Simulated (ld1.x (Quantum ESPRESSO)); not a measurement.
## An odd input for ld1.x (Quantum ESPRESSO) 7.5 (Co (Z = 27))

Command:

```bash
ld1.x < Co.in > Co.out
```

Input:

```
&input
   title='Co', zed=27., rel=1, dft='PZ', iswitch=3,
   config='[Ar] 3d7 4s0 4p0',
   nld=3, rlderiv=1.85, eminld=-11.0, emaxld=5.0, deld=0.04
 /
 &inputp
   pseudotype=2, tm=.false., rho0=0.02, lloc=0,
   nlcc=.true., rcore=0.50,
   file_pseudopw='Co.UPF', file_wfcaegen='ae.wfc', file_wfcncgen='nc.wfc', file_beta='beta', file_chi='chi'
 /
4
3P  2  1   6.00   0.00  0.75  0.75  0.0
3D  3  2   7.00   0.00  1.70  1.70  0.0
3S  1  0   2.00   0.00  0.95  0.95  0.0
 &test
   configts(1)='3s2 3p6 3d7 4s0 4p0'
 /
```

Output:

```
Program LD1 v.7.5

 %%%%%%%%%%%%%%%%%%%%%%%%%%%%%%%%%%%%%%%%%%%%%%%%%%%%%%%%%%%%%%%%%%%%%%%%%%%%%%
     Error in routine read_psconfig (5010):
     reading pseudo wavefunctions configuration
 %%%%%%%%%%%%%%%%%%%%%%%%%%%%%%%%%%%%%%%%%%%%%%%%%%%%%%%%%%%%%%%%%%%%%%%%%%%%%%

     stopping ...
```

This input was made by a single change from one that runs to its end. What was changed?

The change: count of waves off by +1. The program refuses the input: "read_psconfig: reading pseudo wavefunctions configuration".
